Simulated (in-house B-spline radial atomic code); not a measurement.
# Sc+: [Ar] 4s1 5d1 (an excited or competing configuration)

Computed with a radial B-spline atomic code at the basis-set limit: non-relativistic TPSSh, spin-polarised, spherical fractional occupations, point nucleus.

Z_r = [3n² - l(l+1)]/(2<r>); Z_e = n√(-2ε); the last column is Slater's effective charge. Values are occupation-weighted means over spin.

```csv
shell,electrons,ε (eV),<r> (bohr),Z_r,Z_e,Slater
1s,2,-4414.3,0.07354,20.40,18.01,20.70
2s,2,-496.45,0.3452,17.38,12.08,16.85
2p,6,-412.13,0.3084,16.21,11.01,16.85
3s,2,-75.055,1.065,12.68,7.05,9.75
3p,6,-52.841,1.139,10.97,5.91,9.75
4s,1,-15.722,3.001,8.00,4.30,4.20
5d,1,-2.6766,10.76,3.21,2.22,2.00
```

The least bound orbital is 5d up at -2.677 eV, and it is also the most diffuse (<r> = 10.76 bohr).

Caution: exact exchange at fractional occupations of open shells leaves self-interaction of up to several eV.
